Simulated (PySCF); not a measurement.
Compound: C3H8N2OSi2.
Cartesian coordinates in Å at the GFN2-xTB level; atoms count from 1:
```xyz
16
C3H8N2OSi2 angstrom
C     -1.8853   -0.5670    1.8233
N     -1.1871    0.1075    1.0271
C     -1.4276    0.0806   -0.3727
Si     0.0942   -0.7885   -1.1959
Si     1.9381    0.1734   -0.1793
O      1.4735    0.9017    1.1877
C      2.6434    1.4858   -1.3207
N      3.0599    2.2668   -2.0482
H     -2.7401   -1.1771    1.5199
H     -1.6372   -0.5471    2.8740
H     -1.4530    1.1140   -0.7241
H     -2.3784   -0.4029   -0.6352
H     -0.0693   -0.6024   -2.6406
H     -0.0638   -2.2230   -0.9135
H      3.0855   -0.6785    0.1424
H      0.5395    0.8657    1.4444
```

Computed at PBE0/pcSseg-1 (PySCF, non-relativistic), with Q(14N) = 0.02044 b, Q(17O) = −0.0256 b: N2, 14N (I = 1): χzz = -5.106 MHz, η = 0.444; O6, 17O (I = 5/2): χzz = -7.746 MHz, η = 0.490; N8, 14N (I = 1): χzz = -5.549 MHz, η = 0.047.

Problem. Where would the pure quadrupole (NQR) lines of 14N at N2 fall for the rigid, isolated species?

Solution. From ν± = (3/4)|χ|(1 ± η/3) and ν0 = |χ|η/2: ν+ 4.397 MHz, ν− 3.262 MHz, ν0 1.135 MHz (imine nitrogen).

Problem. Where would the pure quadrupole (NQR) lines of 17O at O6 fall for the rigid, isolated species?

Solution. From the eigenvalues of H = χ/[4I(2I − 1)] × [3Iz² − I(I + 1) + η(Ix² − Iy²)], steps between neighbouring levels, labelled as for η = 0: ±1/2↔±3/2 1.432 MHz, ±3/2↔±5/2 2.228 MHz (silanol oxygen).

Problem. Find the zero-field quadrupole resonance frequencies of 14N at N8.

Solution. From ν± = (3/4)|χ|(1 ± η/3) and ν0 = |χ|η/2: ν+ 4.228 MHz, ν− 4.096 MHz, ν0 0.132 MHz (cyano nitrogen).

In a crystal, neighbours and librations shift these lines. GFN2-xTB bond lengths can be off by several hundredths of an ångström, more for odd bonds, and the gradients follow them. A larger basis could move these couplings by a tenth or more.

These values come from a run that also computed NMR shieldings. Time: 23 s of wall time; peak memory 0.90 GiB. Hardware: Arm Neoverse V2, one thread, shared host with 192 logical CPUs at a one-minute load of 29.

One conformer stands for the species.
